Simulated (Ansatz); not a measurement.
**NH4⁺ ··· SbH3**

The pair of NH4⁺ (SMILES [NH4+], atoms 1–5) and SbH3 (SMILES [SbH3], atoms 6–9), both closed shells, in one local arrangement (a lower one may exist), relaxed at PBE0-D4/def2-TZVP:

N1  (-0.152, -0.434, -1.292)
H2  (0.232, 0.088, -0.473)
H3  (-0.729, -1.206, -0.954)
H4  (0.615, -0.801, -1.858)
H5  (-0.724, 0.195, -1.858)
Sb6  (0.409, 0.892, 2.240)
H7  (0.411, -0.807, 1.998)
H8  (1.094, 1.088, 0.656)
H9  (-1.155, 0.985, 1.541)
(Å)

Computed with Ansatz 0.2.0 (basis: def2-TZVPPD, with def2-QZVPPD for the basis limit); correlated methods freeze the cores. Filled d shells of the heavier atoms are correlated. Core potentials replace the inner electrons of the atoms past krypton. The def2 sets are not built for correlating such inner shells, so the correlated values are less sure here. B3LYP uses VWN-RPA correlation. Extrapolation: Hartree–Fock as exp(−7.88 √X), correlation as X^−2.97. Interaction energies count from these two fragments, frozen as in the pair, with the counterpoise correction; negative means bound.

(1) What is the interaction energy by CCSD(T) at an estimated basis limit (MP2 extrapolated from triple and quadruple zeta, plus CCSD(T) − MP2 in triple zeta)? (Judge from chemistry; the value comes from the calculation.)

(2) Which atoms make the shortest contact between the fragments?

No T1 diagnostic of these runs exceeds 0.015.

Results:

(1) Computed: -43.5 kJ/mol. Hartree–Fock alone gives -28.4 kJ/mol at the basis limit. It counts from the two fragments frozen as in the pair.

The same quantity by other methods in triple zeta, and each one's difference from that estimate:
```tsv
method	E_int (kJ/mol)	difference
PBE-D4	-52.1	-8.6
revPBE-D4	-49.6	-6.1
BLYP-D4	-50.1	-6.6
r2SCAN-D4	-46.3	-2.8
B97M-V	-48.3	-4.8
PBE0-D4	-48.3	-4.8
B3LYP-D4	-48.2	-4.7
HSE06-D4	-48.4	-4.9
wB97X-V	-43.5	0.0
wB97M-V	-44.7	-1.2
B2PLYP	-42.6	0.9
HF	-28.1	15.4
MP2	-43.1	0.4
CCSD	-39.1	4.4
CCSD(T)	-41.1	2.4
```
Differences are method less estimate.

(2) H2 and H8, 1.74 Å apart.

Energy to bend the free fragments (PBE0-D4 minima) into their shapes in the pair, CCSD(T)/def2-TZVPPD: NH4⁺ 0.9 kJ/mol; SbH3 2.1 kJ/mol. This must be added to the interaction energy to get the binding energy from relaxed fragments.

Basis-set superposition shift (counterpoise-corrected less uncorrected): CCSD(T) 3.0; MP2 3.1; HF 0.1; PBE0-D4 0.1; wB97M-V 0.1 kJ/mol.

For scale, one of the runs: CCSD(T)/def2-TZVPPD, 212 basis functions, launched by `ansatz run in.yaml --threads 4 --pin off --events-out ev --progress --plain --max-ram 9574MiB`. Hardware: 4 CPU threads of an Arm Neoverse V1, shared host. Wall time 60 s; peak host memory 3.3 GiB.
